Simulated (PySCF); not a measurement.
## FTiN + H₂O → TiN(OH) + HF

Level: PBE0 in the def2-TZVP basis family, all electrons, no relativity, computed in PySCF with density fitting; open shells unrestricted.

```json
{"species": "FTiN", "state and structure": "singlet, Cs, Ti–F 1.833 Å, Ti–N 1.553 Å; F–Ti–N 113.7°", "E (Eh)": "-1003.75828", "ZPE (kJ/mol)": "12.5", "H(298 K) − H(0) (kJ/mol)": "11.5", "S° (J/(mol K))": "267.9"}
{"species": "H₂O", "state and structure": "singlet, C2v, O–H 0.960 Å (×2); H–O–H 105.1°", "E (Eh)": "-76.37736", "ZPE (kJ/mol)": "56.5", "H(298 K) − H(0) (kJ/mol)": "9.9", "S° (J/(mol K))": "188.7"}
{"species": "TiN(OH)", "state and structure": "singlet, Cs, O–H 0.958 Å, Ti–N 1.560 Å, Ti–O 1.855 Å; H–O–Ti 124.6°, N–Ti–O 113.2°", "E (Eh)": "-979.72950", "ZPE (kJ/mol)": "43.0", "H(298 K) − H(0) (kJ/mol)": "12.4", "S° (J/(mol K))": "272.3"}
{"species": "HF", "state and structure": "singlet, C∞v, H–F 0.920 Å", "E (Eh)": "-100.39188", "ZPE (kJ/mol)": "24.9", "H(298 K) − H(0) (kJ/mol)": "8.7", "S° (J/(mol K))": "173.6"}
```

(1) What is the electronic reaction energy?

(2) Add zero-point, thermal and entropy terms for 298.15 K and 1 bar.

Answers

(1) At PBE0/def2-TZVP, ΔE = 37.4 kJ/mol from the differences of the total energies times 2625.5, uphill. 

(2) ΔZPE = -1.1 and Δ[H(298) − H(0)] = -0.3 kJ/mol give ΔH° = 36.0 kJ/mol. ΔS° = -10.7 J/(mol K), so ΔG° = 36.0 − 298.15 × (-0.0107) = 39 kJ/mol and log₁₀K = -6.9.

Only the bonding shown was studied: isomers, or loss of a ligand pair, can lie lower.
